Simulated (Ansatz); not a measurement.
One change: `B[SiH2]N[SiH2]F` becomes `F[SiH2]N[SiH2][SiH3]`.

Ansatz, PBE0-D4/def2-TZVP geometries, multiplicity 1. Each molecule was computed in one conformer, which needn't be the lowest.

```csv
property,`B[SiH2]N[SiH2]F`
LUMO energy (B3LYP/def2-TZVPP) / eV,-1.41
size of the dipole moment (B3LYP/def2-TZVPP) / D,2.45
size of the dipole moment (PBE/def2-TZVPP) / D,2.45
LUMO energy (PBE/def2-TZVPP) / eV,-2.25
HOMO energy (ωB97M-V/def2-TZVPP) / eV,-10.03
HOMO energy (PBE/def2-TZVPP) / eV,-6.45
```

Q: What does the change do to each property? (Best estimate.)

A: Ansatz gave: 
```json
{"property": "LUMO energy (B3LYP/def2-TZVPP) / eV", "`F[SiH2]N[SiH2][SiH3]`": "-0.56", "shift": "0.85"}
{"property": "size of the dipole moment (B3LYP/def2-TZVPP) / D", "`F[SiH2]N[SiH2][SiH3]`": "1.66", "shift": "-0.79"}
{"property": "size of the dipole moment (PBE/def2-TZVPP) / D", "`F[SiH2]N[SiH2][SiH3]`": "1.60", "shift": "-0.85"}
{"property": "LUMO energy (PBE/def2-TZVPP) / eV", "`F[SiH2]N[SiH2][SiH3]`": "-1.23", "shift": "1.02"}
{"property": "HOMO energy (ωB97M-V/def2-TZVPP) / eV", "`F[SiH2]N[SiH2][SiH3]`": "-9.74", "shift": "0.29"}
{"property": "HOMO energy (PBE/def2-TZVPP) / eV", "`F[SiH2]N[SiH2][SiH3]`": "-6.43", "shift": "0.02"}
```

With PBE0 the HOMO rises by 0.13 eV and the LUMO rises by 0.84 eV, so the gap widens by about 0.71 eV. PBE moves the HOMO by 0.02 eV and ωB97M-V by 0.29 eV. Dipoles are sizes alone; their direction can turn.

B3LYP here is the variant with VWN-RPA as its local correlation; programs differ in this.
